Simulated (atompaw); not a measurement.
**Before and after: PAW (atompaw) potential for technetium**

* Element: technetium (Tc)
* Generator: atompaw 4.2.0.5
* Type: PAW
* Functional: PBEsol
* Relativity: scalar-relativistic
* Frozen core: [Kr]
* Valence charge: 7
* Reference configuration: 4d5 5s1 5p1
* Partial waves: 5s (bound): rc 2.95 bohr; 5s channel at 1.6 Ry: rc 2.95 bohr; 5p (bound): rc 2.95 bohr; 5p channel at 1.55 Ry: rc 2.95 bohr; 4d (bound): rc 2.95 bohr; 4d channel at 0.5 Ry: rc 1.45 bohr
* Local potential: bessel scheme, radius 2.30 bohr
* Core correction: smooth core density matched at 1.50 bohr
* Augmentation charge: sinc compensation charge, radius 2.65 bohr; PAW radius 2.95 bohr; waves and projectors: custom rrkj vanderbiltortho

All-electron outer shells of the reference configuration (PBEsol, scalar-relativistic, ld1.x):

| shell | level (eV) | outermost node (bohr) | outermost maximum (bohr) |
| --- | --- | --- | --- |
| 4s | -74.78 | 0.50 | 0.95 |
| 4p | -46.77 | 0.51 | 1.03 |
| 4d | -8.04 | 0.50 | 1.27 |
| 5s | -6.00 | 1.28 | 2.69 |
| 5p | -2.10 | 1.45 | 3.54 |

Change: wave 4d channel at 0.5 Ry: rc 1.45 bohr becomes 4d channel at 3.49 Ry: rc 1.45 bohr.

Cutoffs: the cutoffs (Ry, on a coarse ladder) from which the occupation-weighted sum of valence levels, in a spherical-Bessel basis at the reference potential, stays within 10 and 1 mRy of its value at 400 Ry; they do not see the model core or the augmentation charge, which bear on the density cutoff.

What does the change do?

The potential gets harder (10 Ry and 15 Ry → 12 Ry and 18 Ry); the range in which the d phases agree narrows (upper end 4.9 → 1.2); neither file shows a bound ghost.

| quantity | base | changed |
| --- | --- | --- |
| cutoff, loose | 10 Ry | 12 Ry |
| cutoff, tight | 15 Ry | 18 Ry |
| bound ghosts | none | none |
| s: phases at 2.96 bohr within 0.05 rad from the reference energy up to (Ry; the scan ends near 5) | 3.4 | 3.4 |
| p: phases at 2.96 bohr within 0.05 rad from the reference energy up to (Ry; the scan ends near 5) | 3.5 | 3.5 |
| d: phases at 2.96 bohr within 0.05 rad from the reference energy up to (Ry; the scan ends near 5) | 4.9 | 1.2 |
| lowest overlap eigenvalue by channel | s 0.59, p 0.57, d 0.15 | s 0.59, p 0.57, d 0.88 |

 The cutoffs see the waves, projectors and local potential, not the compensation charge or the core.
